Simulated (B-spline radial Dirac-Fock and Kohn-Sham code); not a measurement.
**How the settings move the core levels of Gd⁴⁺**

ΔSCF core binding energies without Breit or QED terms, calculated with a B-spline atomic structure program. Keys: rel is the Hamiltonian (dirac, or spin-free x2c and nr, where L3 and M5 stand for the whole 2p and 3d shells), method is hf or an exchange,correlation pair (spin-unpolarised, also for the hole states), nuc the nuclear model, radius_factor scales its radius, rmax is the box in bohr, h the logarithmic mesh step, order the B-spline order, points the quadrature points per cell, c_factor scales the speed of light, and damp, ndamp, maxit and tol steer the iteration. The run stops when the commutator error falls below 10·tol·max(1, Z/10), or the numerical noise floor, and the energy has settled to about 1e-8 Ha; the virial ratio is −V/T.

Base input:

```json
{"items": [{"Z": 64, "q": 4, "cfg": [[1, 0, 2], [2, 0, 2], [2, 1, 6], [3, 0, 2], [3, 1, 6], [3, 2, 10], [4, 0, 2], [4, 1, 6], [4, 2, 10], [4, 3, 6], [5, 0, 2], [5, 1, 6]], "A": 158, "rrms": 5.1569, "do": "settings", "holes": ["K", "L3", "M5"],
  "settings": [{"rel": "dirac", "method": "hf", "nuc": "fermi", "radius_factor": 1.0, "rmax": 45.0, "h": 0.3, "order": 8, "points": 10, "c_factor": 1.0, "maxit": 60, "damp": 0.5, "ndamp": 3, "tol": 1e-08}]}]}
```

The ground state converged in 11 iterations, with total energy -11271.45848 Ha, virial ratio 1.91721 and highest orbital energy -65.30 eV. ΔSCF binding energies: K (1s) 50513.7 eV, L3 (2p3/2) 7321.9 eV, M5 (3d5/2) 1251.2 eV.

Changes from the base run:

```
                          changed setting  Δ total energy (Ha)  Δ K (eV)  Δ L3 (eV)  Δ M5 (eV)  iterations
radius_factor = 2.0; rmax = 60.0; h = 0.4             +2.05644    -23.16      +0.14      +0.04          11
   rel = "nr"; nuc = "gauss"; rmax = 60.0                    ?         ?          ?          ?           ?
                               rel = "nr"           +454.24503  -2987.46     -11.96     +27.28          11
                                  h = 0.4             +0.00618     +0.02      +0.02      +0.02          11
                            nuc = "gauss"             -0.00471     +0.05       0.00       0.00          11
                          method = "b88,"             -2.37373    +40.41     -31.97      -9.46          10
                           c_factor = 0.8           -308.82451  +2052.12      +0.24     -16.97          11
```

Question: What does the change rel = "nr"; nuc = "gauss"; rmax = 60.0 do?

Answer: The total energy moves by +454.24503 Ha and the binding energies by K -2987.46 eV, L3 -11.96 eV, M5 +27.28 eV; the run takes 11 iterations.
